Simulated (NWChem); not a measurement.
Molecule: C₅H₃F; SMILES C(=C=C)(F)C#C

Results from NWChem. Each level has its own optimisation; frequencies are unscaled. Brackets give each atom's bonded neighbours.

For level PBE-D3(BJ)/def2-SVP:

```
Quantity                           Result
---------------------------------  ------
r C–C [C(CC)–C(CH)] (Å)             1.226
r C–C [C(CC)–C(CHH)] (Å)            1.314
highest harmonic frequency (cm⁻¹)    3407
lowest (cm⁻¹)                         124
zero-point energy (kcal/mol)         35.0
dipole (D)                           1.77
```

What are these values for level Hartree-Fock/STO-3G?


* **r C–C [C(CC)–C(CH)] (Å)**: 1.173
* **r C–C [C(CC)–C(CHH)] (Å)**: 1.286
* **highest harmonic frequency (cm⁻¹)**: 3941
* **lowest (cm⁻¹)**: 146
* **zero-point energy (kcal/mol)**: 42.8
* **dipole (D)**: 1.32
